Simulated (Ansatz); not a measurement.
Consider the formal exchange of groups at the Se–Si bond: `C=C[Se][SiH2]O` + `F[SiH](F)F` → `C=C[Se][Si](F)(F)F` + silanol.

Program: Ansatz. Geometries: PBE0-D4/def2-TZVP. ΔE: electronic, gas phase. CCSD(T)/CBS adds triple-zeta CCSD(T) − MP2 to the extrapolated MP2 energy (def2 sets, frozen cores). DFT in def2-TZVPP. B3LYP here is the variant with VWN-RPA as its local correlation; programs differ in this. For Se outer-core shells are correlated without core-valence functions, which leaves a few kJ/mol of doubt a bond. Scalar relativity is left out up to krypton. Each species was taken in one conformer, which may not be the lowest.

`C=C[Se][SiH2]O`:

```xyz
11

C    -1.174    0.648    1.169
C    -1.620    0.597   -0.077
Se   -0.820   -0.291   -1.563
Si    1.342   -0.293   -0.869
O     1.639   -1.258    0.431
H    -0.271    0.145    1.497
H    -1.725    1.212    1.915
H    -2.541    1.095   -0.363
H     1.740    1.060   -0.431
H     2.078   -0.743   -2.078
H     1.353   -2.172    0.370
```

`F[SiH](F)F`:

Cartesian coordinates in Å:
```
F -0.733 -0.122 1.371
Si 0.040 0.002 0.006
F -0.477 1.288 -0.737
F -0.312 -1.252 -0.876
H 1.481 0.083 0.236
```

`C=C[Se][Si](F)(F)F`:

Cartesian coordinates in Å:
```
C 1.718 0.465 0.497
C 0.650 1.180 0.190
Se -1.085 0.875 0.975
Si -1.491 -0.871 -0.344
F -2.950 -1.394 -0.061
F -0.497 -2.072 -0.103
F -1.382 -0.519 -1.876
H 2.674 0.690 0.035
H 1.680 -0.360 1.198
H 0.682 2.006 -0.510
```

`O[SiH3]`:

```xyz
6

O    -0.098   -0.988    0.811
Si    0.194    0.279   -0.201
H    -1.003   -1.283    0.907
H    -0.221   -0.026   -1.598
H     1.656    0.511   -0.150
H    -0.528    1.507    0.232
```

| level | ΔE (kJ/mol) | difference from CCSD(T)/CBS |
| --- | --- | --- |
| PBE-D4 | 22.9 | 0.1 |
| r2SCAN-D4 | 22.0 | -0.8 |
| PBE0-D4 | 21.6 | -1.2 |
| B3LYP-D4 | 20.4 | -2.4 |
| ωB97X-V | 18.5 | -4.3 |
| ωB97M-V | 18.9 | -3.9 |
| B2PLYP | 23.3 | 0.5 |
| PBE | 23.8 | 1.0 |
| r2SCAN | 22.2 | -0.6 |
| PBE0 | 22.4 | -0.4 |
| B3LYP | 22.0 | -0.8 |
| HF/def2-TZVPP | 18.0 | -4.8 |
| MP2/def2-TZVPP | 25.8 | 3.0 |
| SCS-MP2/def2-TZVPP | 23.4 | 0.6 |
| CCSD/def2-TZVPP | 21.9 | -0.9 |
| CCSD(T)/def2-TZVPP | 23.0 | 0.2 |
| HF/def2-QZVPP | 18.1 | -4.7 |
| MP2/def2-QZVPP | 25.7 | 2.9 |
| SCS-MP2/def2-QZVPP | 23.4 | 0.6 |
| HF/CBS(def2) | 18.1 | -4.7 |
| MP2/CBS(def2) | 25.6 | 2.8 |
| CCSD/CBS(def2) | 21.7 | -1.1 |
| CCSD(T)/CBS | 22.8 | 0 |

Largest T1 diagnostic among the species: 0.012.

In def2-TZVPP, CCSD(T) changes the Hartree–Fock value by +5.1 kJ/mol (the triples alone add +1.1 kJ/mol) and MP2 by +7.8 kJ/mol.
